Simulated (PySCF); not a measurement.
Species: C7H7F.
SMILES with atom numbers: `[CH3:1][c:2]1[cH:3][cH:4][cH:5][cH:6][c:7]1[F:8]`

Cartesian coordinates in Å at the PBE0-D3(BJ)/def2-SVP level; atoms count from 1:
```xyz
15
C7H7F angstrom
C     -2.2050   -0.2332   -0.0617
C     -0.7128   -0.1089   -0.0332
C      0.1454   -1.1717   -0.3311
C      1.5316   -1.0245   -0.2886
C      2.0896    0.2046    0.0563
C      1.2602    1.2838    0.3574
C     -0.1151    1.1075    0.3076
F     -0.9098    2.1432    0.5967
H     -2.6348   -0.1042    0.9446
H     -2.5101   -1.2183   -0.4394
H     -2.6581    0.5400   -0.7008
H     -0.2912   -2.1365   -0.6036
H      2.1764   -1.8731   -0.5270
H      3.1741    0.3291    0.0918
H      1.6597    2.2620    0.6310
```

NICS is the negative of the GIAO shielding at a point without a nucleus: at the ring centre (0) and 1 Å above and below it (1); zz is the component along the ring normal. Level: GIAO PBE0/pcSseg-1 (PySCF, non-relativistic, gas phase) on the PBE0-D3(BJ)/def2-SVP geometry, one conformer.

Ring bond lengths (Å), with Mayer bond orders in brackets: C2–C3 1.398 (1.42), C3–C4 1.395 (1.44), C4–C5 1.393 (1.44), C5–C6 1.394 (1.41), C6–C7 1.387 (1.46), C7–C2 1.398 (1.34).

What do the NICS probes read (ppm)?

| ring | type | NICS(0) | NICS(1), two faces | NICS(1)zz, two faces | rms pucker (Å) | centre to ring atoms, mean (Å) |
| --- | --- | --- | --- | --- | --- | --- |
| C2–C3–C4–C5–C6–C7 | 6-membered carbocycle; formal bonds all aromatic | -10.3 | -11.4 / -11.4 | -27.8 / -27.8 | 0.00 | 1.39 |

What can be read from them?

- C2–C3–C4–C5–C6–C7: mean NICS(1)zz -27.8 ppm, shielded. For a flat ring without four-coordinate atoms the NICS criterion counts such a value as aromatic.

How equal are the bonds by HOMA? HOMA = 1 − mean of α(R − Ropt)² over the ring bonds, with Krygowski's 1993 parameters (CC: Ropt 1.388 Å, α 257.7 Å⁻²).

- C2–C3–C4–C5–C6–C7: HOMA 0.99 = 1 − EN − GEO, with mean bond length 1.394 Å, EN = α(Ropt − mean)² = 0.010 and GEO = α × variance = 0.003. The geometric and the magnetic index point the same way.

List the ring angles and the Hirshfeld charges of the ring atoms.

- C2–C3–C4–C5–C6–C7: C2 116.8° (-0.010 e), C3 121.6° (-0.050 e), C4 119.9° (-0.058 e), C5 119.9° (-0.049 e), C6 118.9° (-0.070 e), C7 122.9° (+0.083 e); sum 720.0° against 720° for a flat convex ring.

How shielded are the nuclei of the rings and their hydrogens (means over atoms taken as equivalent)?

```tsv
atoms	environment	σ isotropic (ppm)	principal values of the symmetric part, first atom (ppm)
C2	substituted aromatic carbon	54.1	-26.4, 21.6, 167.1
C3	aromatic CH carbon	47.7	-55.0, 42.8, 155.3
C4	aromatic CH carbon	55.9	-52.1, 44.7, 175.1
C5	aromatic CH carbon	51.4	-54.8, 36.8, 172.2
C6	aromatic CH carbon	64.6	-22.4, 50.5, 165.6
C7	aromatic C–F carbon	15.3	-72.9, 33.7, 85.1
H12	aromatic hydrogen	23.97	20.3, 23.7, 27.9
H13	aromatic hydrogen	24.14	20.8, 25.0, 26.6
H14	aromatic hydrogen	23.98	20.6, 24.9, 26.4
H15	aromatic hydrogen	24.18	20.6, 24.6, 27.3
```
